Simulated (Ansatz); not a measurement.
Molecule: sum formula GaH2Br, net charge 0, singlet state. 
Coordinates optimised at B3LYP-D3(BJ)/def2-TZVP (Ansatz, a program for electronic structure):
```
Ga
H 1 1.5575
H 1 1.5575 2 129.45
Br 1 2.3133 2 115.27 3 -180.00
```

Basis-set convergence of Hartree-Fock and CCSD(T) correlation energies (hartree) with Ansatz. Correlated levels leave the core frozen unless marked. Spin-orbit coupling is left out. Frozen are the shells of the preceding noble gas and the d and f shells that filled before the atom's block. No relativistic terms.

```json
[
 {"basis": "def2-SVPD", "functions": "95", "E(HF)": "-4496.31724", "E(corr, CCSD(T))": "-0.22617"},
 {"basis": "def2-TZVPPD", "functions": "145", "E(HF)": "-4496.87940", "E(corr, CCSD(T))": "-0.28007"},
 {"basis": "def2-QZVPPD", "functions": "259", "E(HF)": "-4496.96849", "E(corr, CCSD(T))": "-0.30204"}
]
```

Extrapolating the two largest sets (X = 3 and 4) as X^-3: E(corr) = (64·(-0.30204) - 27·(-0.28007))/37 = -0.3181 Eh, an estimate of the basis-set limit. The largest set recovers 95.0 % of it, the smallest 71.1 %.
